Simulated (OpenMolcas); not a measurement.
**CH7BNP: a line through the functionals**

The species is CH7BNP (11 atoms), meant as a singlet with charge 0. SMILES: `CB(N)P`. Geometry: relaxed at PBE0-D4/def2-TZVP. This is one conformer, not always the lowest.

The vertical ionisation energy (to the doublet cation) y, in eV, basis def2-SVP; a is the functional's share of exact exchange. Programs: OpenMolcas 26.06.

| functional | program | a | y (eV) |
| --- | --- | --- | --- |
| BLYP | OpenMolcas | 0 | 8.63 |
| PBE | OpenMolcas | 0 | 8.78 |
| B3LYP | OpenMolcas | 0.2 | ? |
| PBE0 | OpenMolcas | 0.25 | 8.97 |
| BHLYP | OpenMolcas | 0.5 | 8.98 |

**Question.** Fit y = c + s·a to the known rows and predict B3LYP.

**Answer.** 
1. Means of the 4 rows: a = 0.1875, y = 8.840.
2. Σ(Δa)² = 0.17188, Σ(Δa·Δy) = 0.1025, so the slope is 0.1025/0.17188 = 0.59635.
3. Intercept: 8.840 − (0.59635) × 0.1875 = 8.728. The largest residual of the fit is 0.098.
4. B3LYP: 8.728 + (0.59635) × 0.2 = 8.85 eV.

The run gave 8.97 eV, so the prediction is off by -0.12 eV, about the largest residual. The rows mix families of semi-local functionals, which the line can't see.
